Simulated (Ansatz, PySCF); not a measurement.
Potential energy curve for SMILES [OH2+][AlH3-]. The Al1–O5 bond (Al1 also carries H, H, H; O5 carries H, H) is pulled apart rigidly from the PBE0/def2-TZVP optimised geometry.

UMP2/6-31G* = PySCF with unrestricted MP2 (frozen core)/6-31G*, spherical d; RCCSD = CCSD on RHF/cc-pVTZ, frozen core in Ansatz (a first-principles code); UCCSD(T) = CCSD(T) on UHF/cc-pVTZ, frozen core in Ansatz.

Energies relative to the lowest point of each curve near equilibrium, in kJ/mol:

| R / Å | UMP2/6-31G* | RCCSD |
|---|---|---|
| 1.81 | 30.6 | 24.0 |
| 1.91 | 9.1 | 6.4 |
| 1.99 | 1.5 | 0.8 |
| 2.03 | 0.0 | 0.0 |
| 2.15 | 1.4 | 2.6 |
| 2.73 | 45.3 | 43.6 |
| 3.01 | 63.7 | 59.5 |
| 3.68 | 90.3 | 81.9 |
| 4.48 | 104.7 | 93.8 |
| 5.03 | 109.7 | 97.8 |
| 5.43 | 111.7 | 99.6 |
| 6.04 | 113.5 | 101.2 |

**Question.** What does UCCSD(T) give at the same points?

**Answer.** 1.81: 24.2; 1.91: 6.5; 1.99: 0.8; 2.03: 0.0; 2.15: 2.6; 2.73: 44.3; 3.01: 60.7; 3.68: 83.8; 4.48: 96.0; 5.03: 100.1; 5.43: 101.9; 6.04: 103.5 (kJ/mol).
